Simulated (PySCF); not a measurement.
Computed vibrations of [PbI2]2+

[PbI2]2+ (singlet). PySCF 2.14.0, RKS PBE0, Pb def2-SVP with ECP60, I def2-SVP with ECP28; non-relativistic Hamiltonian with scalar-relativistic core potentials where named; density fitting; no spin-orbit coupling. Central differences of gradients.

```xyz
3

Pb    0.0000    0.0000    0.0000
I     2.6420    0.0000    0.0000
I    -2.6420    0.0000    0.0000
```

Run from Python with OMP_NUM_THREADS=2. Where DIIS fails, smearing, a level shift and second-order steps follow.
It took 12 s on 2 threads of Arm Neoverse V1, with other jobs on the host.

What are the harmonic wavenumbers and infrared intensities?

Modes are labelled in D∞h; negative numbers are unstable modes, those under 60 cm⁻¹ near the noise; a finer grid moves soft modes by up to 10 cm⁻¹.
```json
{"cm⁻¹": "45", "km/mol": "0.1", "symmetry": "πu"}
{"cm⁻¹": "45", "km/mol": "0.1", "symmetry": "πu"}
{"cm⁻¹": "147", "km/mol": "0.0", "symmetry": "σg+"}
{"cm⁻¹": "232", "km/mol": "3.3", "symmetry": "σu+"}
```

Is this a minimum?

Yes, within the noise of the softest modes. Ideal gas at 298.15 K and 1 bar: S = 332.1 J/(mol K), Cp = 61.1 J/(mol K), H − H(0 K) = 16.2 kJ/mol (rigid rotor, harmonic modes, spin degeneracy alone; the modes under 60 cm⁻¹ make these uncertain).
